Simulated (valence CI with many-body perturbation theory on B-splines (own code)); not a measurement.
Co¹¹⁺ in brief

Computed by relativistic CI+MBPT: six valence electrons over a frozen Dirac-Fock core [Ne], radial functions for each j: 9 s, 9 p, 8 d, 6 f, 3 g, 1 h, with the one-electron correlation potential Σ1 (screened to all orders), the two-electron term Σ2, the three-electron term Σ3, Breit, model QED; selected single and double excitations, second order for the rest, scaled by the run's own slope (own B-spline code, finite nucleus).

No measured levels were compared; by estimate levels of excited configurations hold to 0.05 to 0.15 % of their energy, terms of the ground configuration to about 0.5 %. Among the levels kept, up to 1500 cm⁻¹ of a level comes from second order outside the variational space, and about a tenth of that is noise between levels of different J, which matters for small intervals.

Rates and lifetimes use the calculated energies. Strong lines usually hold to 10 to 20 %, long lifetimes can be off by a factor of two.

Task: What is the ground level?

Result: 3s²3p⁴ ³P_2, composition 91 % 3s²3p⁴ ³P + 5 % 3s²3p⁴ ¹D, g = 1.473.

Task: How well does LS coupling describe the low levels?

Result: Among the lowest 20 levels the leading LS term, summed over configurations, holds 94 % on average. For single configurations the figures are 86 % in LS and 58 % in jj coupling. Terms mix most in the J = 2 level at 443680 cm⁻¹, where the leading one holds 71 %.

Task: What are the static dipole polarisabilities of the lowest levels?

Result: 3s²3p⁴ ³P_2 0.329 (tensor 0.020); 3s²3p⁴ ³P_1 0.332 (tensor -0.011); 3s²3p⁴ ³P_0 0.330; 3s²3p⁴ ¹D_2 0.329 (tensor -0.041) bohr³, of which the core gives 0.00468.

Task: How is the term ³P of the ground level split?

Result: J = 2 at 0, J = 1 at 15809, J = 0 at 17104 cm⁻¹.

Task: Where does the other parity begin?

Result: At 3s3p⁵ ³P°_2, 306430 cm⁻¹.
